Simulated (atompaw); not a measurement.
# Before and after: PAW (atompaw) potential for P

* Element: P (Z = 15)
* Generator: atompaw 4.2.0.5
* Type: PAW
* Functional: PBEsol
* Relativity: non-relativistic
* Frozen core: [Ne]
* Valence charge: 5
* Reference configuration: 3s2 3p3
* Partial waves: 3s (bound): rc 1.40 bohr; 3s channel at -0.05 Ry: rc 1.40 bohr; 3p (bound): rc 1.30 bohr; 3p channel at 3.95 Ry: rc 1.40 bohr
* Local potential: troulliermartins scheme with l = 2 at -0.5 Ry, radius 1.20 bohr
* Core correction: smooth core density matched at 1.30 bohr
* Augmentation charge: sinc compensation charge, radius 1.35 bohr; PAW radius 1.40 bohr; waves and projectors: custom polynom2 7 10 vanderbiltortho

Change: reference 3s2 3p1.

Cutoffs: the cutoffs (Ry, on a coarse ladder) from which the occupation-weighted sum of valence levels, in a spherical-Bessel basis at the reference potential, stays within 10 and 1 mRy of its value at 400 Ry; they do not see the model core or the augmentation charge, which bear on the density cutoff.

Q: What does the change do?

A: The potential gets softer (21 Ry and 40 Ry → 21 Ry and 25 Ry); both files keep a bound ghost (p, s); the range in which the p phases agree narrows (upper end at the end of the scan → -1.3).

| quantity | base | changed |
| --- | --- | --- |
| cutoff, loose | 21 Ry | 21 Ry |
| cutoff, tight | 40 Ry | 25 Ry |
| loose cutoff by channel (10 mRy a level) | s 18 Ry, p 8 Ry | s 6 Ry, p 8 Ry |
| bound ghosts | s, p | s, p |
| s: phases at 1.41 bohr within 0.05 rad from the reference energy up to (Ry; the scan ends near 5) | to the end of the scan | to the end of the scan |
| p: phases at 1.41 bohr within 0.05 rad from the reference energy up to (Ry; the scan ends near 5) | to the end of the scan | -1.3 |
| lowest overlap eigenvalue by channel | s 0.14, p 0.43 | s 0.06, p 0.42 |

 A true bound ghost makes a file unfit for plane-wave use even where its test errors are small: the radial tests pick states by their node count and pass the ghost by. The cutoffs see the waves, projectors and local potential, not the compensation charge or the core.
